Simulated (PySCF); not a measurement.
**Radial density of Ir (iridium, neutral)**

UHF, [Xe] 4f14 5d7 6s2, high-spin 4F determinant. Computed with PySCF 2.14 in cc-pVTZ-PP with ECP60MDF, with a scalar-relativistic core potential. This is the valence pseudo-density: the core potential removes the inner electrons and smooths the orbitals near the nucleus.

```json
{"r (bohr)": "0.134", "4πr²ρ (e/bohr)": "3.218e-05", "4πr²(ρα − ρβ)": "0.0000"}
{"r (bohr)": "0.225", "4πr²ρ (e/bohr)": "0.001163", "4πr²(ρα − ρβ)": "0.0002"}
{"r (bohr)": "0.379", "4πr²ρ (e/bohr)": "0.1095", "4πr²(ρα − ρβ)": "0.0066"}
{"r (bohr)": "0.638", "4πr²ρ (e/bohr)": "4.811", "4πr²(ρα − ρβ)": "0.2700"}
{"r (bohr)": "1.07", "4πr²ρ (e/bohr)": "13.95", "4πr²(ρα − ρβ)": "1.9617"}
{"r (bohr)": "1.80", "4πr²ρ (e/bohr)": "5.455", "4πr²(ρα − ρβ)": "1.6409"}
{"r (bohr)": "3.04", "4πr²ρ (e/bohr)": "1.301", "4πr²(ρα − ρβ)": "0.2196"}
{"r (bohr)": "5.11", "4πr²ρ (e/bohr)": "0.1574", "4πr²(ρα − ρβ)": "-0.0243"}
{"r (bohr)": "8.59", "4πr²ρ (e/bohr)": "0.002888", "4πr²(ρα − ρβ)": "-0.0011"}
```

Energies and moments cover only the electrons outside the core potential. Spin-orbit coupling, absent here, splits the open shell strongly.

Question: Where is the radial spin density 4πr²(ρα − ρβ) most negative, and why is it negative at all?

Answer: Around r = 5.11 bohr, down to -0.0243 e/bohr: exchange with the open shell polarises the paired shells in an unrestricted calculation.
